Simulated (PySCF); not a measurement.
Potential energy of AlBr⁺ along the bond

Set-up: basis Al pcseg-1, Br pcseg-1; no relativity; PySCF 2.14. Energies in eV from Al⁺ + Br in their ground configurations at the same level. State: ²Σ⁺ (doublet), unpaired electrons σ ↑.

All columns are PBE0. A positive dipole points towards Br; it is taken about the centre of mass and depends on that origin.

```
R (Å)  E (eV)  μ (D)  Mulliken charge on Al (basis-dependent)  HOMO (eV)  LUMO (eV)  Mayer bond order  ⟨S²⟩
1.897  -0.500  -5.44                                     0.90     -14.11     -10.46              1.65  0.75
1.985  -1.137  -5.97                                     0.95     -14.22     -10.65              1.57  0.75
2.074  -1.476  -6.50                                     1.00     -14.32     -10.83              1.49  0.75
2.140  -1.590  -6.89                                     1.02     -14.39     -10.96              1.44  0.75
2.206  -1.616  -7.27                                     1.05     -14.44     -11.09              1.39  0.75
2.272  -1.577  -7.63                                     1.06     -14.48     -11.20              1.34  0.75
2.360  -1.457  -8.08                                     1.08     -14.43     -11.34              1.27  0.76
2.471  -1.244  -8.57                                     1.08     -14.16     -11.47              1.17  0.76
2.603  -0.959  -9.05                                     1.07     -13.90     -11.56              1.03  0.76
2.780  -0.615  -9.51                                     1.04     -13.65     -11.58              0.79  0.77
```

A fit through these points gives, at Re = 2.196 Å, μ = -7.21 D and dμ/dR = -5.64 D/Å; the reduced mass is 20.11 u.

Problem. How strong is the fundamental in the double-harmonic approximation, I = 42.26·(dμ/dR)²/μred km/mol?

Solution. I = 42.26·(-5.64)²/20.11 = 66.8 km/mol at PBE0.

Spin–orbit coupling is left out. For an ion De counts to the pair picked by the measured ionisation energies or electron affinities, which need not be the lowest pair at this level. The state is the lowest determinant that a PBE0 search found; another state may lie lower at other levels.
